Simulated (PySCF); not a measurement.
An unknown gives this computed stick spectrum. Method used: PySCF 2.14.0, density-fitted response routines, TDDFT wB97X-D/def2-SVPD, vertical, gas phase, core orbitals frozen in the response. Geometries: PBE0-D3(BJ)/def2-SVP, one conformer each.

```json
{"state": "S1", "λ (nm)": "244.2", "f": "0.0077"}
{"state": "S2", "λ (nm)": "231.9", "f": "0.0034"}
{"state": "S3", "λ (nm)": "226.4", "f": "0.108"}
{"state": "S4", "λ (nm)": "214.6", "f": "0.0024"}
{"state": "S5", "λ (nm)": "200.1", "f": "0.077"}
{"state": "S6", "λ (nm)": "197.5", "f": "0.029"}
{"state": "S7", "λ (nm)": "185.9", "f": "0.120"}
{"state": "S8", "λ (nm)": "178.3", "f": "0.022"}
{"state": "S9", "λ (nm)": "171.3", "f": "0.742"}
{"state": "S10", "λ (nm)": "170.0", "f": "0.011"}
```

Question: Which structure fits? All have the formula C9H9N.
A. `C#CCC(=C)C(=C)CC#N`
B. `C=C1C=CC([C@@H](C)C#N)=C1`
C. `C=C=CCc1ccccn1`

Answer: C. Its S1 lies at 5.08 eV; the nearest of the others has S1 at 5.66 eV. S1 is HOMO-1→LUMO (44%), HOMO-2→LUMO (25%), HOMO→LUMO (17%). Löwdin shares by element: HOMO carbon 54% or more (atoms not listed hold the other 46%); LUMO carbon 45% or more, nitrogen 21% (atoms not listed hold the other 34%). At the same level the other candidates give, for their lowest levels:
- `C=C1C=CC([C@@H](C)C#N)=C1`: 347 nm (f 0.011); 233 nm (f 0.517); 197 nm (f 0.000); 183 nm (f 0.003); 181 nm (f 0.004); T1 2.43 eV; HOMO -8.56, LUMO -0.56 eV
- `C#CCC(=C)C(=C)CC#N`: 219 nm (f 0.201); 197 nm (f 0.006); 192 nm (f 0.032); 182 nm (f 0.003); 181 nm (f 0.000); T1 3.57 eV; HOMO -9.20, LUMO 0.49 eV

Conformer computed: `[CH2:1]=[C:2]=[CH:3][CH2:4][c:5]1[cH:6][cH:7][cH:8][cH:9][n:10]1`: C2–C3–C4–C5 -117°, C3–C4–C5–C6 76°.
Triplets come from the Tamm–Dancoff approximation.
